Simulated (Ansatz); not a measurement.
Reaction (atomization): `C[SiH]([GaH2])[GeH2][GeH3]` → C• + Ga• + 2 Ge• + 11 H• + Si•

Calculated with Ansatz (gas phase, PBE0-D4/def2-TZVP geometries, no zero-point term in ΔE). CCSD(T)/CBS is the MP2 limit (def2-TZVPP, def2-QZVPP) plus CCSD(T) − MP2 in def2-TZVPP, frozen cores. This one scheme is used for every species, atoms too. DFT in def2-TZVPP. B3LYP here is the variant with VWN-RPA as its local correlation; programs differ in this. HSE06 is defined as in plane-wave codes. No spin–orbit coupling; open shells (•) take unrestricted orbitals. Spin–orbit coupling would lower the free atoms: a little for C, Si; clearly for Ga, Ge. For Ga, Ge outer-core shells are correlated without core-valence functions, so the limit isn't a true one: a few kJ/mol of doubt a bond, and 10 to 20 or more in all where bonds break to atoms. Scalar relativity is left out up to krypton. Each species was taken in one conformer, which may not be the lowest.

`C[SiH]([GaH2])[GeH2][GeH3]`:

```xyz
16

C     0.012   -0.704    1.943
Si   -0.911   -0.617    0.302
Ga   -1.475   -2.739   -0.669
Ge    0.471    0.495   -1.300
Ge    1.193    2.654   -0.464
H     0.917   -1.306    1.842
H     0.300    0.292    2.283
H    -0.612   -1.161    2.715
H    -2.120    0.247    0.449
H    -0.695   -4.048   -0.269
H    -2.572   -2.847   -1.792
H     1.725   -0.352   -1.609
H    -0.276    0.693   -2.633
H     1.952    2.474    0.863
H    -0.030    3.548   -0.201
H     2.122    3.370   -1.460
```

```tsv
level	ΔE (kJ/mol)	difference from CCSD(T)/CBS
LDA (SPW92)	5131.2	514.1
PBE-D4	4561.0	-56.1
revPBE-D4	4482.9	-134.2
BLYP-D4	4502.8	-114.3
r2SCAN-D4	4614.3	-2.8
B97M-V	4654.6	37.5
PBE0-D4	4558.0	-59.1
B3LYP-D4	4567.8	-49.3
r2SCANh-D4	4602.2	-14.9
r2SCAN0-D4	4586.5	-30.6
HSE06-D4	4557.8	-59.3
BHLYP-D4	4529.9	-87.2
CAM-B3LYP-D4	4591.8	-25.3
ωB97X-V	4633.5	16.4
ωB97M-V	4567.6	-49.5
B2PLYP	4513.7	-103.4
PBE	4518.8	-98.3
revPBE	4381.9	-235.2
BLYP	4415.7	-201.4
r2SCAN	4603.5	-13.6
PBE0	4521.1	-96.0
B3LYP	4499.6	-117.5
r2SCANh	4590.4	-26.7
HSE06	4522.7	-94.4
BHLYP	4468.3	-148.8
CAM-B3LYP	4553.0	-64.1
LC-ωPBE	4548.1	-69.0
HF/def2-SVP	3439.7	-1177.4
MP2/def2-SVP	4292.9	-324.2
CCSD(T)/def2-SVP	4335.9	-281.2
HF/def2-TZVPP	3432.2	-1184.9
MP2/def2-TZVPP	4488.9	-128.2
SCS-MP2/def2-TZVPP	4516.9	-100.2
CCSD/def2-TZVPP	4491.4	-125.7
CCSD(T)/def2-TZVPP	4539.0	-78.1
HF/def2-QZVPP	3432.3	-1184.8
MP2/def2-QZVPP	4533.8	-83.3
SCS-MP2/def2-QZVPP	4573.3	-43.8
HF/CBS(def2)	3432.5	-1184.6
MP2/CBS(def2)	4567.1	-50.0
CCSD(T)/CBS	4617.1	0
```

Largest T1 diagnostic among the species: 0.013.

The D4 term adds +68.2 kJ/mol with B3LYP and +36.9 kJ/mol with PBE0; it sums over pairs of atoms, weighted by their polarisabilities, and B3LYP, whose exchange is more repulsive, gets the larger term. Leaving LDA and LC-ωPBE aside and taking each functional with its dispersion term where it has one, the values spread over 171.7 kJ/mol, from revPBE-D4 to B97M-V. LDA lies +612.4 kJ/mol from PBE without D4, its usual overbinding.

For atomizations the MP2-based limit and the directly extrapolated one differ by several kJ/mol either way, and by 10 to 25 for some Ge, Se and Sn compounds, so smaller differences from it don't rank the levels.
